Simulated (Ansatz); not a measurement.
The same carbene extrusion along the group F, Cl, Br, I.

Gas-phase electronic energies from Ansatz, PBE0-D4/def2-TZVP geometries. CBS: MP2 limit from def2 TZ/QZ plus the TZ coupled-cluster correction, frozen cores. Small cases extrapolate CCSD(T) itself. Functionals use def2-TZVPP. Triplets are unrestricted, without spin–orbit coupling. Elements past krypton have def2 core potentials. For Br, I outer-core shells are correlated without core-valence functions, which leaves a few kJ/mol of doubt a bond. Scalar relativity is left out up to krypton. Each species was taken in one conformer, which may not be the lowest.

```json
{"reaction": "`FCCF` → difluoromethane + `[CH2]` (triplet)", "CCSD(T)/CBS(def2) (kcal/mol)": "98.5"}
{"reaction": "`ClCCCl` → `ClCCl` + `[CH2]` (triplet)", "CCSD(T)/CBS(def2) (kcal/mol)": "?"}
{"reaction": "`BrCCBr` → `BrCBr` + `[CH2]` (triplet)", "CCSD(T)/CBS(def2) (kcal/mol)": "110.6"}
{"reaction": "`ICCI` → `ICI` + `[CH2]` (triplet)", "CCSD(T)/CBS(def2) (kcal/mol)": "110.5"}
```

Q: Fill in the missing values. (Estimate.)

A: Computed: `ClCCCl` → `ClCCl` + `[CH2]` (triplet): +108.7 kcal/mol.

Largest T1 diagnostic: 0.011, for `[CH2]` (triplet).

Extrapolated directly: `ClCCCl` → `ClCCl` + `[CH2]` (triplet).
